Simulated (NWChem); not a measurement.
1,3,5-triazine (C3H3N3); SMILES c1ncncn1

```xyz
9

C      0.9126     0.9126     0.0000
N      1.3184    -0.3533     0.0000
C      0.3340    -1.2466     0.0000
N     -0.9652    -0.9652     0.0000
C     -1.2466     0.3340     0.0000
N     -0.3533     1.3184     0.0000
H      1.6885     1.6885     0.0000
H      0.6180    -2.3066     0.0000
H     -2.3066     0.6180     0.0000
```
Atoms are numbered in this order, from 1.

Computed with NWChem. Medium grid unless said otherwise, to which SCAN and Minnesota functionals are sensitive. Structure relaxed at the PBE0/def2-SVP level. Total energies of different functionals are on different scales.

| level | energy (Ha) | highest occupied level (eV) | orbital gap (eV) |
|---|---|---|---|
| LDA (Slater exchange, VWN5)/def2-TZVPD | -278.1158 | -6.69 | 3.70 |
| PBE/def2-TZVPD | -280.1432 | -6.54 | 3.83 |
| BLYP/def2-TZVPD | -280.3940 | -6.46 | 3.89 |
| TPSS/def2-TZVPD | -280.5182 | -6.64 | 4.11 |
| r2SCAN/def2-TZVPD | -280.3160 | -6.85 | 4.35 |
| B3LYP/def2-TZVPD | -280.4720 | [?] | [?] |
| PBE0/def2-TZVPD | -280.1477 | -8.11 | 6.43 |
| M06-2X/def2-TZVPD | -280.3591 | -9.59 | 8.85 |
| CAM-B3LYP/def2-TZVPD | -280.3381 | -9.59 | 9.04 |
| Hartree-Fock/def2-TZVPD | -278.7971 | -12.00 | 13.79 |

Some entries are withheld; supply them.


- B3LYP/def2-TZVPD, highest occupied level (eV): -7.88
- B3LYP/def2-TZVPD, orbital gap (eV): 5.96
